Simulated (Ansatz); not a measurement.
FeO₄. Total charge 0; singlet. Geometry relaxed at PBE0-D4/def2-SVP.

```
atom    x (Å)    y (Å)    z (Å)
 Fe1   0.0000   0.0000   0.0000
  O2   0.7058  -0.8722  -1.0741
  O3  -1.2210  -0.7708   0.5723
  O4  -0.4823   1.3275  -0.6462
  O5   0.9975   0.3155   1.1480
```

The restricted singlet is unstable towards broken spin symmetry at other levels; at PBE0-D4/def2-SVP this wasn't settled.

Problem. Estimate the harmonic wavenumbers at RKS PBE0-D4/def2-SVP (Ansatz, unscaled). Is this a minimum?

Solution. 400, 400, 448, 448, 448, 968, 1030, 1030, 1030 cm⁻¹. Yes, no mode is imaginary beyond noise. Zero-point energy 37.1 kJ/mol. Run time 32 s (4 threads of AMD EPYC 7571 on a shared host).
